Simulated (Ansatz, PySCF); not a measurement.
C₂H₄I, SMILES C[CH]I, multiplicity 2. Atoms are numbered in the order given.

```xyz
7

C     -2.4110     0.2700     0.5605
C     -1.0585     0.8688     0.5656
I      0.5565    -0.1421    -0.2422
H     -3.0745     0.8386     1.2315
H     -2.8721     0.2827    -0.4466
H     -2.3996    -0.7802     0.8928
H     -0.8845     1.9368     0.7129
```
Charge 0, spin multiplicity 2.

Geometry: PBE0-D3(BJ)/def2-SVP. The isomer is the one that the SMILES or the coordinates give; other isomers of the formula were not compared. The def2 effective core potentials stand for the cores of I; spin–orbit coupling is left out.

Two levels are set side by side: PBE-D3(BJ)/def2-SVP (Ansatz, a program for electronic structure) and PBE0-D3(BJ)/def2-SVP (Ansatz). Each level has its own optimised geometry; the coordinates shown are those of the second. Frequencies come from the Hessian of PySCF at each geometry. Differences are taken from unrounded values.

```csv
quantity,PBE0-D3(BJ)
mean bond length (Å),1.325
bond C1–C2 (Å),1.479
bond C2–I3 (Å),2.069
bond C1–H4 (Å),1.102
bond C1–H5 (Å),1.108
bond C1–H6 (Å),1.102
bond C2–H7 (Å),1.092
highest harmonic wavenumber (cm⁻¹),3239
mean harmonic wavenumber (cm⁻¹),1493
zero-point energy (kcal/mol),32.01
```

What does PBE-D3(BJ) give, and how far is it from PBE0-D3(BJ)? (An estimate is asked for; the answer gives what the named calculation found.)


```
quantity                            PBE-D3(BJ)  PBE-D3(BJ) minus PBE0-D3(BJ)
----------------------------------  ----------  ----------------------------
mean bond length (Å)                     1.335                         0.009
bond C1–C2 (Å)                           1.483                         0.004
bond C2–I3 (Å)                           2.086                         0.017
bond C1–H4 (Å)                           1.111                         0.009
bond C1–H5 (Å)                           1.118                         0.010
bond C1–H6 (Å)                           1.110                         0.009
bond C2–H7 (Å)                           1.100                         0.008
highest harmonic wavenumber (cm⁻¹)        3147                           -92
mean harmonic wavenumber (cm⁻¹)           1444                           -49
zero-point energy (kcal/mol)             30.96                         -1.05
```

Exact exchange shortens and stiffens bonds; PBE has none. Differences between two approximate levels are no errors against the true value.
